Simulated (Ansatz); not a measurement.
Computed with Ansatz on PBE0-D4/def2-TZVP structures; ΔE is electronic, products minus reactants. CCSD(T)/CBS adds triple-zeta CCSD(T) − MP2 to the extrapolated MP2 energy (def2 sets, frozen cores). Functionals use def2-TZVPP. B3LYP here is the variant with VWN-RPA as its local correlation; programs differ in this. For Br outer-core shells are correlated without core-valence functions, which leaves a few kJ/mol of doubt a bond. Scalar relativity is left out up to krypton. Each species was taken in one conformer, which may not be the lowest.

Consider the substitution at a C–N bond: `CNC(=N)O` + HBr → `N=C(O)Br` + CH₃NH₂.

Problem. Is it downhill or uphill in electronic energy at CCSD(T)/CBS, and by how much? (Best estimate.)

Solution. The calculation gave: Uphill: ΔE = +73.7 kJ/mol.

Problem. What do these levels give: PBE, B3LYP, MP2/def2-TZVPP, SCS-MP2/def2-QZVPP, HF/CBS(def2), MP2/CBS(def2)? (Estimate.)

Solution. Ansatz gave: PBE 67.3, B3LYP 72.5, MP2/def2-TZVPP 72.0, SCS-MP2/def2-QZVPP 70.7, HF/CBS(def2) 89.3, MP2/CBS(def2) 72.5 kJ/mol.

Largest T1 diagnostic among the species: 0.012.

In def2-TZVPP, CCSD(T) changes the Hartree–Fock value by −15.9 kJ/mol (the triples alone add −2.9 kJ/mol) and MP2 by −17.1 kJ/mol. From PBE to PBE0 (25 % exact exchange), in def2-TZVPP and without D4, ΔE moves by +8.9 kJ/mol.
